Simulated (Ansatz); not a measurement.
Breaking the Sn1–F2 bond in F2Sn (SMILES [F][Sn][F]) (multiplicity 1 held, fragments rigid). Energies count from the point at 1.948 Å.
Geometry at that point (charge 0, multiplicity 1):
```
atom    x (Å)    y (Å)    z (Å)
----  -------  -------  -------
Sn     0.0263  -0.0158   0.3430
F      0.6546   1.2985  -0.9506
F     -0.8008  -1.2105  -0.9547
```

Signs of static correlation in def2-SVP, from Ansatz (an electronic-structure program) runs.

```json
[
 {"R (Å)": "1.559", "T1 of restricted CCSD": "0.016", "⟨S²⟩ of UHF": "0.000", "largest double amplitude of restricted CCSD": "0.097"},
 {"R (Å)": "1.753", "T1 of restricted CCSD": "0.017", "⟨S²⟩ of UHF": "0.000", "largest double amplitude of restricted CCSD": "0.095"},
 {"R (Å)": "1.948", "T1 of restricted CCSD": "0.019", "⟨S²⟩ of UHF": "0.000", "largest double amplitude of restricted CCSD": "0.092"},
 {"R (Å)": "2.143", "T1 of restricted CCSD": "0.022", "⟨S²⟩ of UHF": "0.000", "largest double amplitude of restricted CCSD": "0.084"},
 {"R (Å)": "2.338", "T1 of restricted CCSD": "0.025", "⟨S²⟩ of UHF": "0.000", "largest double amplitude of restricted CCSD": "0.071"},
 {"R (Å)": "2.630", "T1 of restricted CCSD": "0.030", "⟨S²⟩ of UHF": "0.000", "largest double amplitude of restricted CCSD": "0.090"},
 {"R (Å)": "2.922", "T1 of restricted CCSD": "___", "⟨S²⟩ of UHF": "0.748", "largest double amplitude of restricted CCSD": "0.121"},
 {"R (Å)": "3.409", "T1 of restricted CCSD": "0.065", "⟨S²⟩ of UHF": "0.961", "largest double amplitude of restricted CCSD": "___"},
 {"R (Å)": "3.896", "T1 of restricted CCSD": "0.116", "⟨S²⟩ of UHF": "1.015", "largest double amplitude of restricted CCSD": "0.467"},
 {"R (Å)": "4.481", "T1 of restricted CCSD": "0.191", "⟨S²⟩ of UHF": "1.015", "largest double amplitude of restricted CCSD": "0.994"},
 {"R (Å)": "5.260", "T1 of restricted CCSD": "0.254", "⟨S²⟩ of UHF": "1.015", "largest double amplitude of restricted CCSD": "1.656"},
 {"R (Å)": "6.234", "T1 of restricted CCSD": "0.265", "⟨S²⟩ of UHF": "1.015", "largest double amplitude of restricted CCSD": "1.883"}
]
```

Problem. What belongs in the gaps?

Solution. 
- 2.922, T1 of restricted CCSD: 0.038
- 3.409, largest double amplitude of restricted CCSD: 0.223

Doubts at one or more of the structures used: a restricted determinant that unrestricted orbitals would lower (R-CCSD(T)/def2-SVP); T1 above 0.05 (R-CCSD(T)/def2-SVP, U-CCSD(T)/def2-SVP); other coupled-cluster roots lie near (R-CCSD(T)/def2-SVP); a spin-contaminated determinant (U-CCSD(T)/def2-SVP).
